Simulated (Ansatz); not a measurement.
The cluster CuSe2⁺, relaxed as a quintet with UKS r2SCAN-D4/def2-TZVP in Ansatz, starting from the r2SCAN-D4/def2-TZVP geometry of the charge +1 singlet. Force threshold 0.02 eV/Å.

At r2SCAN-D4/def2-TZVP a triplet of charge 1 lies 3.27 eV below the quintet, each at its own geometry. The structure comes from a short search, and lower isomers may exist.

Start:

```xyz
3

Cu    0.463    1.406   -1.097
Se   -0.967   -0.715    1.351
Se    0.504   -0.691   -0.254
```

(1) Estimate the energy that the relaxation releases and the steps that it takes.

(2) Does the start keep its bonding and symmetry?

(3) Predict the relaxed structure.

Answers

(1) 43.1 kJ/mol, in 12 steps; 1.7 min on 4 threads of Arm Neoverse V1 on a shared host. No frequencies were taken in this run, so the end may be a saddle point.

(2) Bonds formed: Cu1–Se2 (atoms count from 1). Point group Cs at the start, C2v at the end, both within 0.05 Å.

(3) 
```csv
atom,x (Å),y (Å),z (Å)
Cu1,0.158,1.391,-0.760
Se2,-0.873,-0.241,1.049
Se3,0.716,-1.150,-0.289
```
Bond lengths: 2 × Cu–Se 2.64 to 2.65 Å; 1 × Se–Se 2.27 Å.
